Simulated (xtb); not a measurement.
C3H6NO (SMILES [CH2]N(C)C=O), doublet, at a GFN2-xTB geometry. Base run: GFN2-xTB (xtb 6.7.1).

Input for xtb:
```
$ xtb mol.xyz --gfn 2 --uhf 1 --json

# file mol.xyz
11

C     -0.57340588    -1.04248401    -0.84747629
N      0.22580332    -0.27232099    -0.07484776
C      1.57408486    -0.72022017     0.18317111
C     -0.22793319     0.90634106     0.45338122
O     -1.34568634     1.34977580     0.28262936
H     -0.19354223    -1.95873990    -1.24751590
H     -1.57037703    -0.70052078    -1.03182152
H      1.56102399    -1.68796428     0.68836733
H      2.08952465     0.00057103     0.81554840
H      2.12384536    -0.82477924    -0.75424729
H      0.53791799     1.41765245     1.05811220
```

Variants of this job, named by their change:

```
change          ΔE vs base (mEh)  dipole (D)  G_solv (kcal/mol)  SCF cycles
--------------  ----------------  ----------  -----------------  ----------
base                       0.000        4.89                  -          12
gbsa = chcl3             -12.316        5.74              -8.94          11
etemp = 3000              -0.206        4.88                  -          12
gbsa = water              -9.050        5.90              -7.40          11
etemp = 1000               0.000        4.89                  -          12
etemp = 10000            -27.000        4.82                  -          12
alpb = acetone           -12.847        5.56              -8.81          12
etemp = 5000              -2.716        4.83                  -          12
```

ALPB and GBSA are two models with their own fitted parameters for each solvent, which aren't always the measured dielectric constant.
